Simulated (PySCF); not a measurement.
**How methods differ on the ionisation energy of Ar(14+)**

Ar(14+) [He] 2s2 → Ar(15+) [He] 2s1 [2s1/2^1, M_J = 1/2], as a difference of total energies. All numbers are calculated (PySCF 2.14, the two-component X2C-1e Hamiltonian, in an even-tempered Gaussian basis (17 s from 2.6 bohr⁻², ratio 2.4; 10 p from 3.4 bohr⁻², ratio 2.4; 5 d from 11 bohr⁻², ratio 2.6; 4 f from 17 bohr⁻², ratio 2.6)). Correlated levels: nothing frozen; the 28 highest virtual spinors dropped. "Screened" scales the spin-orbit matrix elements by Boettger's factors to mimic the two-electron term; Breit and QED terms are absent.

| method | ionisation energy (eV) |
| --- | --- |
| GHF (screened spin-orbit) | 850.07 |
| GMP2 (screened spin-orbit) | 853.51 |

**Question.** How much does correlation contribute at GMP2 (screened spin-orbit)?

**Answer.** 853.51 − (850.07) = 3.44 eV, measured against GHF (screened spin-orbit).

For comparison: 855.5 ± 0.3 eV (semi-empirical (NIST evaluation); NIST Atomic Spectra Database, ionization energies).
